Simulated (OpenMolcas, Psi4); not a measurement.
YCl3 (yttrium trichloride): the vertical energy of the triplet above the singlet from total energies

YCl3: 4 atoms, total charge 0, spin state singlet. SMILES: `[Cl][Y]([Cl])[Cl]`. The shape is that of a PBE0-D4/def2-TZVP optimisation.

Both states at this one shape; open shells run unrestricted unless said. 1 Eh = 27.2114 eV.

```
                          level     program  singlet YCl3 (Eh)  triplet YCl3 (Eh)
 BLYP/def2-SVP (core potential)  OpenMolcas       -1418.708919       -1418.554973
HSE06/def2-SVP (core potential)        Psi4       -1418.352994       -1418.176198
```

Q: Work out the vertical gap, second state less first, at each level.

A: 
1. BLYP/def2-SVP (core potential): -1418.554973 − (-1418.708919) = 0.153946 Eh = 4.19 eV.
2. HSE06/def2-SVP (core potential): -1418.176198 − (-1418.352994) = 0.176796 Eh = 4.81 eV.

No measured value is set beside it here; the levels span 4.19 to 4.81 eV. Spin-orbit coupling, which splits open shells on such heavy atoms by tenths of an eV, is left out.
